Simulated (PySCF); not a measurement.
Computed with B3LYP/[Mo def2-SVP with ECP28, S def2-SVP], scalar-relativistic core potentials, density fitting, no spin–orbit coupling, PySCF. Open shells, if any, are unrestricted.

**Question.** What spin state, shape and geometry does isolated MoS2 take (every ligand bound to Mo)?

**Answer.** Formally Mo is in oxidation state +4, d2, with 2 unpaired electrons (the high-spin count). The Mulliken spin on Mo is 2.25. The polar-tensor charge on Mo, 0.95, is far below the formal one. The lowest minimum found is a triplet of C2v symmetry with Mo–S 2.121 Å (×2); S–Mo–S 113.7°. Its harmonic wavenumbers are 168 (a1), 539 (a1), 549 (b2) cm⁻¹ and its dipole moment is 3.62 D.

Other isomers or separated fragments may lie lower. Open d and f shells are described by one determinant, and the ground state may have another occupation or spin.
